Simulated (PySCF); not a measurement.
Coordinates in bohr (charge 0 multiplicity 1):
```
I     0.0421    0.1035   -0.4371
O     2.3765    0.2930    2.4301
O    -2.8964   -1.0260    0.8620
H     2.9463   -1.4024    2.7903
```

Level of theory: PBE0/[I def2-TZVP with ECP28, O def2-TZVP, H def2-TZVP], scalar-relativistic core potentials, density fitting, no spin–orbit coupling, PySCF.

This geometry of HIO2 is a stationary point at this level.

Q: What is the point group?

A: C1.

Q: Is it a minimum?

A: Yes: all harmonic wavenumbers are real.

Q: List the harmonic modes with their infrared intensities.

A: 
| symmetry | ω (cm⁻¹) | IR (km/mol) |
| --- | --- | --- |
| a | 226 | 6.6 |
| a | 357 | 112 |
| a | 598 | 73.3 |
| a | 833 | 46.8 |
| a | 1047 | 51.0 |
| a | 3819 | 108 |

Q: Give the atomic charges and bond orders.

A: 
```tsv
atom	Mulliken	Löwdin	polar tensor	Mayer order to I1
I1	0.75	0.82	0.90	–
O2	-0.52	-0.39	-0.63	0.95
O3	-0.56	-0.58	-0.54	1.66
H4	0.34	0.15	0.26	0.01
```
Other Mayer orders above 0.3: O–H 0.88.

Only a few start shapes were tried, so a lower isomer may exist.
